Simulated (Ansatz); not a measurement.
Ansatz (a quantum-chemistry and plane-wave program) input (CAM-B3LYP/def2-TZVPD):

Ansatz 0.2 input:
```yaml
crystal:
  periodic: [false, false, false]
  atoms:
    - {symbol: P, position_ang: [1.23783151, -0.01437663, -0.01218428]}
    - {symbol: P, position_ang: [-1.23783151, 0.01437663, 0.01218428]}
    - {symbol: O, position_ang: [0.01288731, 1.10581896, 0.00446246]}
    - {symbol: O, position_ang: [-0.01288731, -1.10581896, -0.00446246]}
basis:
  gaussian:
    orbitals: def2-TZVPD
hamiltonian:
  xc: {name: CAM-B3LYP}
magnetization: {spin_polarized: true, initial_magnetization: 2}
```

Output:

```
Functional definition: CAM-B3LYP
integrals: 0.11 GiB planned
924 factors; their error is unknown
integrals: 0.14 GiB planned
244 factors; integrals over basis functions are off by at most 5.0e-5 eV
mean field: 1.16 GiB planned
mean field evaluation 1: about -22665.8824 eV, gradient 4.6e1 eV
mean field evaluation 2: about -22658.4986 eV, gradient 6.5e1 eV
mean field evaluation 4: about -22672.4928 eV, gradient 7.8e-1 eV
mean field evaluation 8: about -22672.5425 eV, gradient 1.8e-1 eV
mean field evaluation 16: about -22672.5426 eV, gradient 2.4e-5 eV
mean field -22672.54259768 eV, -833.2005724636 hartree, gradient 2.4e-5 eV, S^2 2.014081; 1 other end points of the search recorded, 0 dependent functions left out
reference -22672.54270472 eV, -833.2005763971 hartree; 24, 22 occupied and 142, 144 virtual orbitals, 924 factors
Total energy: -22672.54270472 eV, -833.2005763971 hartree
```

This state (charge 0, triplet) is run at the relaxed geometry of the species with charge 0 and multiplicity 1, and is a spin state other than that species' own.
